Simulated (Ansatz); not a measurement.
Consider the formal exchange of groups at the Al–Zn bond: `[CH3][AlH][Zn][CH3]` + `C=CC(=C)Cl` → `C=[C](Cl)[AlH][CH3]` + `C=[CH][Zn][CH3]`.

Computed with Ansatz on PBE0-D4/def2-TZVP structures; ΔE is electronic, products minus reactants. CCSD(T)/CBS adds triple-zeta CCSD(T) − MP2 to the extrapolated MP2 energy (def2 sets, frozen cores). DFT in def2-TZVPP. B3LYP here is the variant with VWN-RPA as its local correlation; programs differ in this. For Zn outer-core shells are correlated without core-valence functions, which leaves a few kJ/mol of doubt a bond. Scalar relativity is left out up to krypton. Each species was taken in one conformer, which may not be the lowest.

`[CH3][AlH][Zn][CH3]`:

Cartesian coordinates in Å:
```
C 2.593 -0.502 -0.744
Al 0.962 0.550 -1.042
Zn -1.160 0.283 0.277
C -2.820 0.073 1.310
H 2.824 -1.089 -1.641
H 3.452 0.160 -0.586
H 2.536 -1.192 0.101
H 1.069 1.623 -2.228
H -2.794 -0.837 1.917
H -3.690 0.011 0.651
H -2.972 0.920 1.986
```

`C=CC(=C)Cl`:

```xyz
10

C    -0.946   -1.312   -0.880
C    -0.677   -0.283   -0.084
C     0.626    0.324    0.131
C     0.830    1.358    0.944
Cl    1.966   -0.358   -0.733
H    -0.170   -1.800   -1.458
H    -1.956   -1.691   -0.971
H    -1.477    0.187    0.483
H    -0.007    1.784    1.483
H     1.810    1.792    1.087
```

`C=[C](Cl)[AlH][CH3]`:

```xyz
11

C     1.518   -0.800    0.882
C     0.265   -1.226    0.739
Cl   -0.178   -2.767    1.440
Al   -1.115   -0.217   -0.216
C    -0.591    1.497   -0.982
H     1.808    0.154    0.453
H     2.283   -1.360    1.412
H    -2.572   -0.829   -0.320
H    -1.414    1.985   -1.510
H     0.235    1.378   -1.692
H    -0.239    2.185   -0.206
```

`C=[CH][Zn][CH3]`:

Cartesian coordinates in Å:
```
C -2.347 0.147 -0.397
C -1.229 0.874 -0.370
Zn 0.515 0.159 0.049
C 2.256 -0.580 0.471
H -3.319 0.577 -0.636
H -2.358 -0.919 -0.183
H -1.347 1.934 -0.603
H 2.221 -1.672 0.508
H 2.997 -0.296 -0.282
H 2.611 -0.224 1.442
```

| level | ΔE (kJ/mol) | difference from CCSD(T)/CBS |
| --- | --- | --- |
| PBE-D4 | 28.0 | 14.2 |
| r2SCAN-D4 | 19.9 | 6.1 |
| PBE0-D4 | 27.8 | 14.0 |
| B3LYP-D4 | 19.0 | 5.2 |
| ωB97X-V | 12.9 | -0.9 |
| ωB97M-V | 11.0 | -2.8 |
| B2PLYP | 13.7 | -0.1 |
| PBE | 28.5 | 14.7 |
| r2SCAN | 20.2 | 6.4 |
| PBE0 | 28.3 | 14.5 |
| B3LYP | 19.8 | 6.0 |
| HF/def2-TZVPP | 19.1 | 5.3 |
| MP2/def2-TZVPP | 5.6 | -8.2 |
| SCS-MP2/def2-TZVPP | 7.0 | -6.8 |
| CCSD/def2-TZVPP | 12.2 | -1.6 |
| CCSD(T)/def2-TZVPP | 11.7 | -2.1 |
| HF/def2-QZVPP | 17.8 | 4.0 |
| MP2/def2-QZVPP | 6.4 | -7.4 |
| SCS-MP2/def2-QZVPP | 7.6 | -6.2 |
| HF/CBS(def2) | 17.6 | 3.8 |
| MP2/CBS(def2) | 7.7 | -6.1 |
| CCSD/CBS(def2) | 14.3 | 0.5 |
| CCSD(T)/CBS | 13.8 | 0 |

Largest T1 diagnostic among the species: 0.014.

In def2-TZVPP, CCSD(T) changes the Hartree–Fock value by −7.4 kJ/mol (the triples alone add −0.5 kJ/mol) and MP2 by −13.5 kJ/mol.

CCSD(T)/CBS has its own doubt, a few kJ/mol and more with outer-core shells, so smaller differences from it don't rank the levels.
